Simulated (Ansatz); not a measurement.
Isolated molecules relaxed with PBE0-D4/def2-TZVP in Ansatz; ΔE leaves out vibrations. CCSD(T)/CBS adds triple-zeta CCSD(T) − MP2 to the extrapolated MP2 energy (def2 sets, frozen cores). This one scheme is used for every species. For Ge outer-core shells are correlated without core-valence functions, which leaves a few kJ/mol of doubt a bond. Scalar relativity is left out up to krypton. Each species was taken in one conformer, which may not be the lowest.

Reaction (cleavage of the Si–B bond): `FB[SiH2]Cl` + `C[NH][GeH2][Cl]` → `C[N]([SiH2]Cl)[GeH2][Cl]` + `BF`

`FB[SiH2]Cl`:

```xyz
7

F     1.803    0.880    0.830
B     0.734    0.127    0.981
Si   -0.562   -0.167   -0.558
Cl    0.026    0.840   -2.255
H     0.569   -0.371    2.064
H    -0.651   -1.616   -0.881
H    -1.920    0.307   -0.180
```

`C[NH][GeH2][Cl]`:

```xyz
10

C     0.393   -0.206    1.349
N    -0.673   -0.163    0.365
Ge   -0.268   -0.026   -1.397
Cl    0.804    1.817   -1.849
H     0.893    0.758    1.507
H     0.003   -0.552    2.310
H     1.154   -0.925    1.033
H    -1.436    0.432    0.653
H     0.698   -1.155   -1.766
H    -1.568    0.020   -2.204
```

`C[N]([SiH2]Cl)[GeH2][Cl]`:

Cartesian coordinates in Å:
```
C 0.720 0.058 -1.347
N 0.025 0.078 -0.061
Si 0.535 1.151 1.161
Cl 2.288 0.549 2.077
Ge -1.247 -1.209 0.200
Cl -2.892 -0.781 -1.135
H 1.410 -0.788 -1.429
H 0.007 0.008 -2.175
H 1.303 0.974 -1.477
H 0.836 2.476 0.574
H -0.507 1.195 2.209
H -0.720 -2.582 -0.234
H -1.759 -1.129 1.637
```

`BF`:

```xyz
4

B    -0.015   -0.003    0.047
F     0.387    0.066   -1.205
H    -1.056   -0.550    0.271
H     0.685    0.487    0.887
```

| species | CCSD(T)/CBS(def2) energy (Eh) |
| --- | --- |
| `FB[SiH2]Cl` | -875.32301 |
| `C[NH][GeH2][Cl]` | -2632.29815 |
| `C[N]([SiH2]Cl)[GeH2][Cl]` | -3381.83926 |
| `BF` | -125.82039 |

(1) Work out ΔE.

Largest T1 diagnostic among the species: 0.013.

Answers

(1) ΔE = (-3381.83926) + (-125.82039) − (-875.32301) − (-2632.29815) = -0.03849 Eh = -101.1 kJ/mol.

From PBE to PBE0 (25 % exact exchange), in def2-TZVPP and without D4, ΔE moves by −8.1 kJ/mol. In def2-TZVPP, CCSD(T) changes the Hartree–Fock value by −3.4 kJ/mol (the triples alone add −1.4 kJ/mol) and MP2 by −15.3 kJ/mol.
